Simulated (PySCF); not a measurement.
**Question.** Write Cartesian coordinates for InChI=1S/C3H8O2Si/c1-3(4)5-6-2/h6H2,1-2H3 as optimised with PBE0-D3(BJ)/def2-SVP.

**Answer.** 
```
atom  x, y, z in Å
C1    -1.9990    0.8939    0.7219
Si2   -1.3087   -0.7830    0.2989
O3     0.4156   -0.7723    0.2909
C4     1.0387   -0.0247   -0.6263
C5     2.5314   -0.1230   -0.5384
O6     0.4324    0.6457   -1.4257
H7    -1.7405    1.6161   -0.0654
H8    -1.5959    1.2518    1.6815
H9    -3.0957    0.8406    0.8095
H10   -1.7926   -1.2990   -1.0113
H11   -1.6029   -1.7781    1.3671
H12    2.8398   -1.1708   -0.6673
H13    2.8633    0.1886    0.4628
H14    2.9947    0.5067   -1.3057
```

Any rigid rotation of these coordinates is as good. Atoms count from 1 in this order. Si2 (oxygen-bound silicon) is distorted tetrahedral (angles from 101.8° to 113.0°). The C–O distances run from 1.207 Å (C4=O6, drawn double) to 1.337 Å (O3–C4, drawn single), a spread of 0.130 Å. O3 (oxygen singly bound to a carbonyl carbon) is bent (angle 118.2°). Of the pairs four or more bonds apart, O6···H7 is among the closest relative to their van der Waals radii: 2.74 Å, 101 % of the sum of Bondi's values.

Bonds between heavy atoms (Å): C1–Si2 1.862, Si2–O3 1.724, O3–C4 1.337, C4–C5 1.498, C4=O6 1.207.

Level of theory: PySCF, PBE0-D3(BJ)/def2-SVP geometry optimisation, gas phase.

Point group: C1 (no symmetry element, even within 0.4 Å). PBE0-D3(BJ)/def2-SVP frequencies: not computed here. The numbers are those of one conformer (C1–Si2–O3–C4 -65°, Si2–O3–C4–C5 -179°).
